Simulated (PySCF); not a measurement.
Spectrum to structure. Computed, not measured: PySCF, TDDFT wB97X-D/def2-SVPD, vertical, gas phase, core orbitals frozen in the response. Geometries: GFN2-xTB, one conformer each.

```
state  λ (nm)       f
   S1   183.1   0.340
   S2   177.7  0.0014
   S3   175.2  0.0000
   S4   160.4  0.0005
   S5   153.7  0.0000
   S6   151.8  0.0070
   S7   147.1   0.021
   S8   145.9  0.0000
```

Orbital energies (eV): HOMO-3 -11.65, HOMO-2 -11.14, HOMO-1 -10.54, HOMO -9.14, LUMO 1.62, LUMO+1 2.11, LUMO+2 2.75.

**Question.** Which structure fits? All have the formula C4H9FSi.
A. `C(=C/CF)(/[SiH3])C`
B. `FC[C@@H]1CC[SiH2]1`
C. `C[C@@H]1[SiH2]C[C@H]1F`

**Answer.** A. Its S1, at 6.77 eV, is the lowest among the candidates; the nearest of the others has S1 at 7.05 eV. S1 is HOMO→LUMO (97%). Löwdin shares by element: HOMO carbon 78% (atoms not listed hold the other 22%); LUMO carbon 63% or more, silicon 12% (atoms not listed hold the other 25%). At the same level the other candidates give, for their lowest levels:
- `C[C@@H]1[SiH2]C[C@H]1F`: 172 nm (f 0.061); 165 nm (f 0.033); 162 nm (f 0.037); 155 nm (f 0.026); 152 nm (f 0.007); T1 6.39 eV; HOMO -9.74, LUMO 1.79 eV
- `FC[C@@H]1CC[SiH2]1`: 176 nm (f 0.022); 168 nm (f 0.092); 159 nm (f 0.016); 156 nm (f 0.019); 152 nm (f 0.002); T1 6.48 eV; HOMO -9.74, LUMO 1.83 eV

Shape of the structure used: `[CH3:1]/[C:2]([SiH3:3])=[CH:4]/[CH2:5][F:6]`: C2–C4–C5–F6 0°.
Triplets come from the Tamm–Dancoff approximation.
